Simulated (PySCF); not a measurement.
# Atomic charges by several schemes

C₅H₇FS.
Geometry (GFN2-xTB, Å), atoms numbered from 1 in this order:
```
atom  x, y, z in Å
C1    -1.0700    2.0860   -0.2952
S2    -2.2318    0.7014   -0.4365
C3    -1.1146   -0.5301   -1.2241
C4    -0.0395   -0.8961   -0.3437
C5     0.8049   -1.1430    0.4730
C6     1.8894   -1.4389    1.3856
F7     3.0489   -0.7970    1.0052
H8    -0.7970    2.4373   -1.2871
H9    -0.1907    1.7610    0.2542
H10   -1.5838    2.8709    0.2495
H11   -1.7445   -1.3909   -1.4500
H12   -0.7314   -0.0948   -2.1492
H13    1.6500   -1.0878    2.3971
H14    2.1094   -2.5134    1.3989
```

Density: PBE0/pcSseg-1 (PySCF); schemes: Mulliken, IAO, Hirshfeld and ESP-fitted. Isolated species at its GFN2-xTB geometry (one conformer only).

Atoms with like bonding are taken together and averaged. Do the Mulliken, IAO, Hirshfeld and ESP-fitted schemes agree on where the charge is lowest?

The schemes don't all agree: Mulliken C1 (-0.388); IAO C1 (-0.507); Hirshfeld F7 (-0.125); ESP-fitted C3 (-0.608).

For which atoms does the sign change between the 4 schemes (beyond +0.03 e in one, beyond −0.03 e in another)?

S2 and C4.

Which atoms carry the highest charge in the Mulliken, IAO, Hirshfeld and ESP-fitted schemes?

The schemes don't all agree: Mulliken C6 (+0.230); IAO H11/H12 (+0.182); Hirshfeld H11/H12 (+0.061); ESP-fitted H11/H12 (+0.287).

Tabulate the Mulliken, IAO, Hirshfeld and ESP-fitted charges.

In e; atoms taken as equivalent share a row and are averaged (×n: the atom named and its like, n in all):

```tsv
atom	environment	Mulliken	IAO	Hirshfeld	ESP-fitted
C1	S-methyl carbon	-0.388	-0.507	-0.122	-0.568
S2	sulfide sulfur	-0.039	+0.089	-0.008	-0.079
C3	sp3 carbon bound to sulfur	-0.322	-0.353	-0.059	-0.608
C4	alkyne carbon	-0.020	-0.033	-0.043	+0.102
C5	alkyne carbon	-0.227	-0.081	-0.062	-0.151
C6	sp3 C–F carbon	+0.230	+0.029	+0.040	+0.067
F7	alkyl fluorine	-0.332	-0.321	-0.125	-0.217
H8/H9/H10	methyl hydrogen	+0.155	+0.161	+0.046	+0.218
H11/H12	methylene hydrogen	+0.184	+0.182	+0.061	+0.287
H13/H14	methylene hydrogen	+0.133	+0.166	+0.060	+0.113
```

Mean size of the charges over all atoms: ESP-fitted 0.232 e, Mulliken 0.190 e, IAO 0.185 e, Hirshfeld 0.060 e. Each set sums to the total charge, 0, to within 0.001 e. The Hirshfeld scheme weights the molecular density at each point by an atom's share of the summed free-atom densities.

Some averages cover members that differ in this geometry: H8/H9/H10, ESP-fitted +0.198 to +0.234 e.

How many electrons does the IAO scheme count on C6?

Z − q = 6 − (+0.029) = 5.971.

Sum the charges by element, for elements with more than one atom.

| element | atoms | Mulliken | IAO | Hirshfeld | ESP-fitted |
| --- | --- | --- | --- | --- | --- |
| C | 5 | -0.727 | -0.945 | -0.247 | -1.158 |
| H | 7 | +1.098 | +1.177 | +0.380 | +1.454 |

How closely do the schemes follow one another over all atoms?

Correlation coefficient and root-mean-square difference: Mulliken with Hirshfeld 0.96, 0.152 e; IAO with ESP-fitted 0.93, 0.110 e; Mulliken with IAO 0.93, 0.083 e; IAO with Hirshfeld 0.93, 0.163 e; Mulliken with ESP-fitted 0.91, 0.123 e; Hirshfeld with ESP-fitted 0.83, 0.230 e.
